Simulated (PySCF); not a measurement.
**How methods differ on the ionisation energy of Ni²⁷⁺**

Ni²⁷⁺ 1s1 (2S) → Ni²⁸⁺ (bare nucleus), as a difference of total energies. Calculation: PySCF 2.14, in an even-tempered Gaussian basis (15 s from 30 bohr⁻², ratio 2.2; 7 p from 46 bohr⁻², ratio 2.4; 4 d from 140 bohr⁻², ratio 2.4; 3 f from 210 bohr⁻², ratio 2.4; 3 g from 310 bohr⁻², ratio 2.4); the non-relativistic Hamiltonian (point nucleus). The calculations carry no spin-orbit coupling.

```csv
method,ionisation energy (eV)
UHF,10666.9
LDA,10634.8
PBE,10662.0
PBE0,10663.3
r2SCAN,10666.9
TPSS,10666.9
PBEsol,10652.0
```

These non-relativistic numbers lack the scalar-relativistic shift.

For comparison: 10775.4 eV (theoretical estimate listed by NIST; NIST Atomic Spectra Database, ionization energies).
